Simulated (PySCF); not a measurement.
CH6FO3Si3 (doublet state).
SMILES with atom numbers: `[CH3:1][Si@@:2]1([F:3])[O:4][SiH:5][O:6][SiH2:7][O:8]1` (hydrogens: H9, H10, H11 on C1; H12 on Si5; H13, H14 on Si7)

Geometry (GFN2-xTB, Å), atoms numbered from 1 in this order:
```
atom  x, y, z in Å
C1     2.419    0.392    0.191
Si2    0.717    0.052   -0.516
F3     0.697    0.170   -2.123
O4     0.223   -1.455   -0.203
Si5   -1.260   -2.014    0.215
O6    -2.171   -0.725    0.635
Si7   -1.920    0.875    0.497
O8    -0.387    1.114   -0.002
H9     2.496    0.109    1.235
H10    3.164   -0.167   -0.364
H11    2.663    1.445    0.108
H12   -1.857   -2.590   -0.983
H13   -2.801    1.365   -0.549
H14   -1.983    1.429    1.838
```

Method used: PySCF 2.14.0, UKS B3LYP, pcH-1 on C F H O Si, non-relativistic, mean-field spin-orbit, GIAO. Isolated species at its GFN2-xTB geometry, gas phase. Couplings are sensitive to structure, and on GFN2-xTB geometries they can be far from those on DFT ones, by a factor of two or more for some ions and for spin on atoms past the first row. No stability test was run, so a lower SCF solution isn't excluded.

Problem. The isotropic 29Si couplings are -823.9, -13.0, -7.2 MHz. Assign them to Si2; Si5; Si7.

Solution. 
```tsv
site	a_iso (MHz)	ρ(0) (bohr⁻³)	position	distance from Si5 (Å)	spin population	largest |T| (MHz)
Si2	-13.0	+0.0146	2 bonds from Si5	2.95	0.00	3.1
Si5	-823.9	+0.9281	largest spin population	0.00	+0.80	141.2
Si7	-7.2	+0.0081	2 bonds from Si5	2.98	0.00	3.1
```

ρ(0) is the spin density at the nucleus and T the dipolar tensor; a_iso includes a spin–orbit part; entries for several nuclei are means. Largest spin populations (Mulliken): Si5 (+0.80) and H12 (+0.11). No atom but Si5 exceeds +0.15. The angles at Si5 add up to 321.9°, so it is pyramidal.

Means are taken over nuclei equivalent by connectivity, which assumes that they swap fast.

Time: 2.2 min wall (with the writing of density and orbital grids); peak memory 1.0 GiB. Hardware: Arm Neoverse V1, one thread, no GPU (shared host).
